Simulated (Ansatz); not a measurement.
Molecule: sum formula BNH$_{2}$Br$_{2}$, charge 0, multiplicity 1. 
Geometry from a B3LYP-D3(BJ)/def2-TZVP (Ansatz, a first-principles code) optimisation:
SMILES: B(Br)(Br)N
```xyz
6

N     -1.9513    -0.5470     0.0808
B     -0.6219    -0.1743     0.0257
Br     0.6858    -1.3636    -0.7605
Br    -0.0655     1.5375     0.7348
H     -2.2804    -1.4285    -0.2770
H     -2.6616     0.0432     0.4816
```

Parts of the frozen-core correlation energy in aug-cc-pVDZ (Ansatz, hartree). Frozen orbitals: 30; correlated occupied orbitals by spin: 12 and 12; virtual: 94 and 94. Spin-orbit coupling is left out. Non-relativistic.

| term | value |
|---|---|
| reference (HF) | -5225.21807 |
| MP2 opposite-spin | -0.37266 |
| MP2 same-spin | -0.13583 |
| CCSD correlation | -0.54021 |
| (T) | -0.01833 |
| T1 diagnostic | 0.012 |
| largest doubles amplitude | 0.038 |
